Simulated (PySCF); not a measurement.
PySCF 2.14 output of an unrestricted r2SCAN calculation on a single atom or ion in def2-TZVPPD, with the non-relativistic Hamiltonian (point nucleus):

```
SCF conv_tol = 1e-09
number electrons alpha = 10  beta = 9
    J. W. Furness, A. D. Kaplan, J. Ning, J. P. Perdew, and J. Sun.,  J. Phys. Chem. Lett. 11, 8208-8215 (2020)
    J. W. Furness, A. D. Kaplan, J. Ning, J. P. Perdew, and J. Sun.,  J. Phys. Chem. Lett. 11, 9248-9248 (2020)
    J. W. Furness, A. D. Kaplan, J. Ning, J. P. Perdew, and J. Sun.,  J. Phys. Chem. Lett. 11, 8208-8215 (2020)
    J. W. Furness, A. D. Kaplan, J. Ning, J. P. Perdew, and J. Sun.,  J. Phys. Chem. Lett. 11, 9248-9248 (2020)
cycle= 1 E= -759.569419851773  delta_E= -0.00291  |g|= 0.00751  |ddm|= 0.134
cycle= 2 E= -759.569459866726  delta_E= -4e-05  |g|= 0.00211  |ddm|= 0.0215
cycle= 3 E= -759.569461787485  delta_E= -1.92e-06  |g|= 0.000379  |ddm|= 0.00388
cycle= 4 E= -759.569461887831  delta_E= -1e-07  |g|= 2.57e-05  |ddm|= 0.00113
cycle= 5 E= -759.569461889062  delta_E= -1.23e-09  |g|= 1.5e-06  |ddm|= 0.000145
cycle= 6 E= -759.569461889065  delta_E= -3.41e-12  |g|= 1.62e-07  |ddm|= 4.23e-06
converged SCF energy = -759.569461889065  <S^2> = 0.75006571  2S+1 = 2.0000657
```

The run itself started from symmetry-adapted Hartree-Fock orbitals and held the occupation by maximum overlap, on a logarithmic radial grid, so the iterations belong to that start.

Q: Which element, charge and spin multiplicity is this?

A: Sc²⁺ (scandium, charge +2), multiplicity 2; the state was [Ar] 4p1, 2P determinant (an excited configuration).
